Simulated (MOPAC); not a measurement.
MOPAC input (PM7):

```
PM7 FORCE THERMO(298,298) PRECISE LET GEO-OK AUX(PRECISION=9) THREADS=1
AlFO

Al   -0.00000000 1   -0.00000000 1   -0.05303232 1
O     0.00000000 1    0.00000000 1   -1.62659331 1
F     0.00000000 1    0.00000000 1    1.52445420 1
```

From the output:

```
     F    3   6.290133   0.880421   7.163108

          HEAT OF FORMATION =    -118.929371 KCALS/MOLE

          ZERO POINT ENERGY       3.765 KCAL/MOL

           NORMAL COORDINATE ANALYSIS (Total motion = 1 Angstrom)

   Root No.       1         2         3         4

                 1 Pi      1 Pi      1 Sig     2 Sig

                 189.8     189.8     917.3    1336.6

           1    0.0000   -0.0000   -0.1262    0.3831
           2    0.3916    0.0058   -0.0000    0.0000
           3   -0.0058    0.3916   -0.0000    0.0000
           4   -0.0000    0.0000   -0.3771   -0.4606
           5   -0.3306   -0.0049    0.0000   -0.0000
           6    0.0049   -0.3306   -0.0000   -0.0000
           7   -0.0000    0.0000    0.4967   -0.1563
           8   -0.2777   -0.0041    0.0000   -0.0000
           9    0.0041   -0.2777    0.0000   -0.0000

           MASS-WEIGHTED COORDINATE ANALYSIS (NORMAL COORDINATES)

   Root No.       1         2         3         4

                 1 Pi      1 Pi      1 Sig     2 Sig

                 189.8     189.8     917.3    1336.6

           1    0.0000   -0.0000   -0.2410    0.7117
           2    0.7502    0.0041   -0.0000    0.0000
           3   -0.0041    0.7502   -0.0000    0.0000
           4   -0.0000    0.0000   -0.5548   -0.6589
           5   -0.4877   -0.0027    0.0000   -0.0000
           6    0.0027   -0.4877   -0.0000   -0.0000
           7   -0.0000    0.0000    0.7963   -0.2436
           8   -0.4465   -0.0024    0.0000   -0.0000
           9    0.0024   -0.4465    0.0000   -0.0000

          DESCRIPTION OF VIBRATIONS

 VIBRATION          2    1Pi         ATOM PAIR     ENERGY CONTRIBUTION    RADIAL
 FREQUENCY           189.81         Al1 -- O 2         +52.5% ( 80.1%)      0.0%
 TRANSITION DIPOLE   4.7291         Al1 -- F 3         +47.5% ( 76.2%)      0.0%
 TRAVEL (Ang.)       0.1866
 REDUCED MASS       10.2064
 EFFECTIVE MASS     22.5003
 FORCE CONSTANT      0.2167

 VIBRATION          3    1Sig        ATOM PAIR     ENERGY CONTRIBUTION    RADIAL
 FREQUENCY           917.28         Al1 -- F 3         +78.1% ( 87.3%)    100.0%
 TRANSITION DIPOLE   2.7215         Al1 -- O 2         +21.9% ( 46.2%)    100.0%
 TRAVEL (Ang.)       0.0892
 REDUCED MASS        9.2465
 EFFECTIVE MASS     18.6228
 FORCE CONSTANT      4.5839

 VIBRATION          4    2Sig        ATOM PAIR     ENERGY CONTRIBUTION    RADIAL
 FREQUENCY          1336.65         Al1 -- O 2         +70.2% ( 95.0%)    100.0%
 TRANSITION DIPOLE   1.1102         Al1 -- F 3         +29.8% ( 61.9%)    100.0%
 TRAVEL (Ang.)       0.0710
 REDUCED MASS       10.0058
 EFFECTIVE MASS     21.4381
 FORCE CONSTANT     10.5326

      SYMMETRY NUMBER FOR POINT-GROUP C*v =  1

          SYSTEM IS A GROUND STATE

 AlFO

          MOLECULE IS LINEAR

          THERE ARE  4 GENUINE VIBRATIONS IN THIS SYSTEM
          THIS THERMODYNAMICS CALCULATION IS LIMITED TO
          MOLECULES WHICH HAVE NO INTERNAL ROTATIONS

                    CALCULATED THERMODYNAMIC PROPERTIES
                                          *
   TEMP. (K)   PARTITION FUNCTION   H.O.F.    ENTHALPY  HEAT CAPACITY ENTROPY
                                   KCAL/MOL   CAL/MOLE    CAL/K/MOL  CAL/K/MOL

 298.00  VIB.     0.2815D+01                   761.1212     4.3146     4.6109
         ROT.     0.1063D+04                   592.1869     1.9872    15.8358
         INT.     0.2993D+04                  1353.3081     6.3018    20.4468
         TRA.     0.4717D+27                  1480.4672     4.9680    38.2898
         TOT.                     -118.929    2833.7753    11.2698    58.7366

   *: NOTE: HEATS OF FORMATION ARE RELATIVE TO THE
            ELEMENTS IN THEIR STANDARD STATE AT 298K
              (=  Standard Enthalpy of Formation).

            Hvib:  Zero-point energy is not included.
                   frequencies of less than zero cm-1 are not included.
            Hrot = (3/2)RT
            Htra = (3/2)RT + pV = (5/2)RT

            Heat capacity is Cp, not Cv

          For more information, see: HTTP://OpenMOPAC.net/Manual/thermochemistry.html

           FORCE CONSTANT IN CARTESIAN COORDINATES (Millidynes/A)

    ATOM   CHEMICAL       X               Y               Z
   NUMBER   SYMBOL  FORCE CONSTANT  FORCE CONSTANT  FORCE CONSTANT

      1      Al       15.164918        0.322289        0.322289
      2       O        9.751954        0.081406        0.081406
      3       F        7.159099        0.080297        0.080297

 **********************
 *                    *
 * JOB ENDED NORMALLY *
 *                    *
 **********************

 == MOPAC DONE ==
```
